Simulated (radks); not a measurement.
Task: The table gives one normalised radial function P(r) = r R(r) (large component) of Yb in [Xe] 4f13.5 6s2 6p0.5 (r in bohr). Calculated with a radial shooting solver on a logarithmic mesh with Libxc functionals: Dirac Kohn-Sham, PBE, spin-unpolarised, spherical densities, point nucleus; open shells are shared between the two j in proportion to 2j + 1.

r          P
0.003581  0.0000
0.004971  0.0000
0.006845  0.0000
0.009427  0.0000
0.01309   0.0001
0.01802   0.0004
0.02482   0.0014
0.03418   0.0043
0.04744   0.0129
0.06534   0.0353
0.08998   0.0888
0.1249    0.2053
0.172     0.4082
0.2369    0.6949
0.3262    0.9881
0.4528    1.1525
0.6236    1.0894
0.8588    0.8586
1.192     0.5728
1.642     0.3331
2.261     0.1671
3.114     0.0722
4.322     0.0253
5.952     0.0067
8.197     0.0012
11.38     0.0001
15.67     0.0000

Which n and l does it have? It may be an empty orbital.

Result: n = 4, l = 3: the number of nodes gives n - l - 1 = 0, the rise at small r points to l (this Dirac orbital starts as r^gamma with gamma = sqrt((l + 1)^2 - (Z/c)^2) = 3.97; the j = 7/2 orbital of l + 1 starts with the same power, but with a smaller coefficient, and then steepens), and the extent must fit the shell. The curve is that of 4f7/2; the two j differ most near the nucleus, where j = l - 1/2 has the larger amplitude, and in heavy atoms j = l - 1/2 is also the more compact. 4f7/2: eigenvalue -7.035 eV, 0 radial nodes, <r> = 0.770 bohr, 90 % of the charge inside 1.34 bohr.
